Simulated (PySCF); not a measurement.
C3H6BrF, SMILES CC[C@H](F)Br. Atoms are numbered in the order given.

```xyz
11

C     -2.3264    -0.1070     0.3488
C     -1.1788     0.1313     1.3260
C      0.0819     0.6830     0.6935
F     -0.1810     1.8378     0.0246
Br     0.9013    -0.6068    -0.5747
H     -2.0619    -0.8759    -0.3921
H     -3.2266    -0.4410     0.8859
H     -2.5725     0.8179    -0.1934
H     -1.4795     0.8716     2.0898
H     -0.9133    -0.7914     1.8657
H      0.8780     0.8730     1.4266
```
Charge 0, spin multiplicity 1.

The structure is a stationary point at B3LYP-D3(BJ)/def2-SVP. The structure was generated by enumeration; whether it is a known compound was not checked. The values are those of a single conformer.

All values below come from PySCF with ωB97X/def2-TZVP.

Isolated molecule, no solvent.

```yaml
total_energy: -2791.99681 hartree
highest_occupied_level: -10.51 eV
lowest_empty_level: 2.00 eV
orbital_gap: 12.51 eV
dipole_moment: 2.29 D
quadrupole, principal values (traceless, Buckingham form, about the centre of nuclear charge): -4.59, 1.02, 3.57 D·Å
mean_static_polarisability: 57.1 bohr³ (8.47 Å³)
polarisability_principal_values: 49.0, 53.1, 69.3 bohr³
```
